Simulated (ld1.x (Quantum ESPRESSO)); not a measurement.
**Before and after: ultrasoft potential for nitrogen**

nitrogen (N), ultrasoft, made with ld1.x (Quantum ESPRESSO) 7.5 (LDA (PZ), non-relativistic). Core [He], reference 2s2 2p2.5 (charge +0.5). Waves: 2s (bound): rcut 0.85, rcutus 1.00 bohr; 2s channel at 0.55 Ry: rcut 0.85, rcutus 1.00 bohr; 2p (bound): rcut 0.90, rcutus 1.20 bohr; 2p channel at 4.05 Ry: rcut 0.90, rcutus 1.20 bohr. Local part: all-electron potential smoothed inside 1.15 bohr (lloc = -2). Core correction: none. Augmentation charge: built from norm-conserving waves at rcut, not smoothed further.

All-electron outer shells of the reference configuration (LDA (PZ), non-relativistic, ld1.x):

```tsv
shell	level (eV)	outermost node (bohr)	outermost maximum (bohr)
2s	-24.91	0.32	1.00
2p	-13.59	–	0.94
```

Change: type TM; waves now 2s (bound): rc 1.00 bohr; 2p (bound): rc 1.20 bohr; local potential all-electron potential smoothed inside 0.95 bohr (lloc = -1).

Cutoffs: the cutoffs (Ry, on a coarse ladder) from which the occupation-weighted sum of valence levels, in a spherical-Bessel basis at the reference potential, stays within 10 and 1 mRy of its value at 400 Ry; they do not see the model core or the augmentation charge, which bear on the density cutoff. Errors are all-electron minus pseudo energies relative to the spin-unpolarised reference configuration.

Task: What does the change do?

Result: The potential gets harder (45 Ry and 60 Ry → 80 Ry and 140 Ry); of the 9 tests that both files solve, the error grows in 6 and shrinks in 1 by more than 15 % and 0.3 meV (median size 34.6 → 60.9 meV); neither file shows a bound ghost. Several settings change at once here, so the effects cannot be laid on one of them.

| quantity | base | changed |
| --- | --- | --- |
| cutoff, loose | 45 Ry | 80 Ry |
| cutoff, tight | 60 Ry | 140 Ry |
| loose cutoff by channel (10 mRy a level) | s 10 Ry, p 40 Ry | s 45 Ry, p 60 Ry |
| bound ghosts | none | none |
| error for 2s2 2p3, meV [ΔE -5.17 eV] | +0.5 | +1.0 |
| error for 2s2 2p2, meV [ΔE 8.57 eV] | +1.5 | +2.9 |
| error for 2s2 2p1, meV [ΔE 37.54 eV] | +35 | +63 |
| error for 2s1 2p3, meV [ΔE 19.99 eV] | +9.9 | +8.1 |
| error for 2s0 2p5, meV [ΔE 17.22 eV] | +45 | +61 |
| error for 2s2 2p3.3, meV [ΔE -6.84 eV] | +0.8 | +1.7 |
| error for 2s1 2p0, meV [ΔE 162.13 eV] | +606 | +799 |
| error for 2s2 2p2.5 (spin-polarised), meV [ΔE -2.31 eV] | +268 | +257 |
| error for 2s2 2p3 (spin-polarised), meV [ΔE -8.06 eV] | +307 | +299 |
| s: phases at 1.30 bohr within 0.05 rad from the reference energy up to (Ry; the scan ends near 5) | to the end of the scan | to the end of the scan |
| p: phases at 1.30 bohr within 0.05 rad from the reference energy up to (Ry; the scan ends near 5) | to the end of the scan | to the end of the scan |
